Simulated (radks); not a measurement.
Results of a calculation; reference values are marked as such.
Neutral dysprosium inside a hard spherical wall (all orbitals vanish at R), configuration held at [Xe] 4f10 6s2 and not refilled when levels cross. Level of theory: scalar-relativistic Kohn-Sham, r2SCAN, spin-unpolarised, spherical densities, finite nucleus; meta-GGA in the generalised Kohn-Sham scheme; Fermi nuclear charge, rms radius 5.2218 fm (a radial shooting solver on a logarithmic mesh with Libxc functionals). Eigenvalues in eV, with the zero of energy where the potential of the charges vanishes at infinity; a dash marks a level that is unbound or too diffuse for the functional's potential to be trusted. A positive occupied level is held by the wall or, in an anion where self-interaction has pushed it up, behind a barrier. The pressure on the wall is -dE/dV.

R (bohr),E (hartree),kinetic (hartree),e(5s),e(5p),e(6s),e(4f),"e(6p, empty)","e(5d, empty)",pressure (GPa)
free,-12157.4043,13114.616,-50.453,-26.340,-3.827,-3.001,-1.039,-1.001,0
20,-12157.4043,13114.616,-50.453,-26.340,-3.827,-3.001,-1.038,-1.001,< 0.0001
10,-12157.4018,13114.640,-50.287,-26.176,-3.701,-2.839,-0.737,-0.842,0.0585
8,-12157.3869,13114.734,-49.755,-25.651,-3.232,-2.319,0.163,-0.337,0.599
7,-12157.3599,13114.870,-49.138,-25.049,-2.575,-1.714,1.320,0.273,1.97
6,-12157.2914,13115.163,-48.092,-24.041,-1.175,-0.674,3.649,1.378,6.91
5,-12157.1070,13115.862,-46.299,-22.349,2.058,1.165,8.693,3.479,27.9
4,-12156.5279,13118.009,-42.757,-19.019,10.807,5.053,21.190,8.170,152
3.5,-12155.7613,13120.894,-39.325,-15.648,20.997,9.078,34.651,13.107,423
